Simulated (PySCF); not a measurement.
**Relaxation of quintet CrCl₂**

Computed with PySCF, UPBE0, basis Cr def2-SVP, Cl def2-SVP (no relativity, density fitting). A (50,194) grid was used.

A start displaced from a saddle point along its imaginary mode, of C2v symmetry, held to at least that symmetry:

Coordinates in bohr (charge 0 multiplicity 5):
```
Cr    0.1303    0.4541    0.0000
Cl   -0.0968   -0.3373    4.1334
Cl   -0.0968   -0.3373   -4.1334
```

What forces act on the atoms at the start (eV/Å)?


```csv
atom,Fx,Fy,Fz
Cr1,-0.05,-0.19,0.00
Cl2,0.02,0.09,-0.57
Cl3,0.02,0.09,0.57
```

What does it relax to?

It ends at C2v with Cr–Cl 2.182 Å (×2); Cl–Cr–Cl 143.3°. The frequency run here used a shortcut that can spoil soft modes, so no verdict on minimum or saddle point is given. Other isomers or separated fragments may lie lower.

How much energy is released, and in how many steps?

3.4 kJ/mol in 7 steps.

Other spin states or occupations of the open shell can lie lower.

The relaxation took roughly 30 core-seconds on a shared host.
